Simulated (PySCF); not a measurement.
Vertical excitations of a molecule C₄H₁₀Si₂ from TDA-PBE/def2-SVPD in PySCF, as energy in eV (oscillator strength): 5.95 (0.002), 6.10 (0.038), 6.39 (0.001), 6.49 (0.003), 6.63 (0.001), 6.69 (0.001). Lowest triplet (TDA): 5.23 eV. Geometry: TPSSh-D3(BJ)/def2-SVP. Other conformers were not sampled.

Pick the molecule that these values belong to.
A. C[SiH2]CC#C[SiH3]
B. C#CCC([SiH3])[SiH3]
C. [SiH3]C=C1C[SiH2]C1
D. C=C1C[SiH2][SiH2]C1

B, C#CCC([SiH3])[SiH3]
